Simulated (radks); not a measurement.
Task: Calculated with a radial shooting solver on a logarithmic mesh with Libxc functionals: non-relativistic Kohn-Sham, LB94 model potential, spin-polarised, spherical densities, point nucleus; open shells are filled with parallel spins first (spin-orbit coupling, left out, can overturn this in heavy ions). Response by self-consistent Sternheimer equations with the Hartree and adiabatic LDA kernel. For heavy and open-shell atoms this level of theory can miss by tens of per cent. Rank Te, F3+, Sb+, Ne+, Ar+, Ag2+ (NIST ground configurations) by static dipole polarisability, largest first.

Result: Te 37.24, Sb+ 24.28, Ar+ 7.083, Ag2+ 5.617, Ne+ 1.324, F3+ 0.9498 bohr^3.
